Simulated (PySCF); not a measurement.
# The electron affinity along group 11

All values are computed (PySCF 2.14, energy differences of UHF-based or UKS calculations, no spin-orbit coupling). Values in eV. The last column holds reference values (measured affinities from photodetachment; the arrow runs from anion to atom). Unmarked ones compare directly (S terms, centres of terms, or small fine structure); those marked * lie between the lowest fine-structure levels and include a spin-orbit shift.

```csv
element,configurations,MP2 (valence),CCSD(T) (valence),LDA,PBE,PBE0,r2SCAN,reference
"Cu (aug-cc-pVDZ-PP with ECP10MDF, ECP)",[Ar] 3d10 4s2 → [Ar] 3d10 4s1,0.810,1.114,1.583,1.350,1.063,1.226,1.236
"Ag (aug-cc-pVDZ-PP with ECP28MDF, ECP)",[Kr] 4d10 5s2 → [Kr] 4d10 5s1,0.999,1.166,1.666,1.396,1.146,1.266,1.304
"Au (aug-cc-pVDZ-PP with ECP60MDF, ECP)",[Xe] 4f14 5d10 6s2 → [Xe] 4f14 5d10 6s1,2.066,2.084,2.620,2.295,1.999,2.203,2.309
```

Task: Which of these methods has the smallest mean absolute error against the measured values here?

Result: r2SCAN, with 0.051 eV.

| method | elements | mean error (eV) | mean absolute error (eV) | largest error (eV) |
| --- | --- | --- | --- | --- |
| MP2 (valence) | 3 | -0.324 | 0.324 | -0.426 |
| CCSD(T) (valence) | 3 | -0.162 | 0.162 | -0.224 |
| LDA | 3 | 0.340 | 0.340 | 0.362 |
| PBE | 3 | 0.064 | 0.073 | 0.114 |
| PBE0 | 3 | -0.214 | 0.214 | -0.310 |
| r2SCAN | 3 | -0.051 | 0.051 | -0.105 |

The highest occupied level of the anion is positive for Cu⁻ at LDA, PBE, PBE0, r2SCAN; Ag⁻ at LDA, PBE, PBE0, r2SCAN; Au⁻ at LDA, PBE, r2SCAN, so there the basis helps to hold the electron.

Errors include the incompleteness of the basis and the frozen core.

"Valence" correlates the outer s and p shells and, in groups 3 to 12 and the f block, the outer d or f shell, open or full, or the next shell where the ion has no valence electron left; the wider scheme adds the next inner shell.
